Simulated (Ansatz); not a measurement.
Complex (SMILES): F (HF) with F (HF), atoms 1 to 2 the first; geometry from B3LYP-D3(BJ)/def2-TZVP, monomers rigid:
```xyz
4

F     -0.1109     0.0578    -0.7031
H      0.2570     0.2171     0.1337
F      1.2812     1.5025    -2.5344
H      0.7179     0.9578    -2.0301
```

Basis-set convergence of the counterpoise-corrected interaction energy at HF with Ansatz (a quantum-chemistry and plane-wave program). All functions are spherical. No added dispersion term, no relativity. Functions are those of the species that has most. Reference: the value in aug-cc-pV5Z, -3.87 kcal/mol.

| basis | functions | counterpoise-corrected interaction energy (kcal/mol) |
|---|---|---|
| 6-31G | 22 | … |
| pcseg-0 | 22 | -5.78 |
| def2-SV(P) | 32 | … |
| cc-pVDZ | 38 | … |
| def2-SVP | 38 | … |
| 6-311G** | 48 | -4.21 |
| 6-311+G** | 56 | -3.92 |
| aug-cc-pVDZ | 64 | -3.79 |
| aug-pcseg-1 | 64 | -3.80 |
| cc-pVTZ | 88 | -3.91 |
| def2-TZVPP | 90 | -3.88 |
| 6-311++G(3df,3pd) | 114 | -3.81 |
| aug-pcseg-2 | 138 | -3.87 |
| pcseg-3 | 186 | -3.87 |
| def2-QZVPPD | 198 | -3.85 |
| aug-pcseg-3 | 268 | -3.88 |
| cc-pV5Z | 292 | -3.87 |
| pcseg-4 | 324 | -3.87 |

### Question
Complete the blanks.

### Answer

- 6-31G, counterpoise-corrected interaction energy (kcal/mol): -5.66
- def2-SV(P), counterpoise-corrected interaction energy (kcal/mol): -4.71
- cc-pVDZ, counterpoise-corrected interaction energy (kcal/mol): -4.16
- def2-SVP, counterpoise-corrected interaction energy (kcal/mol): -4.35
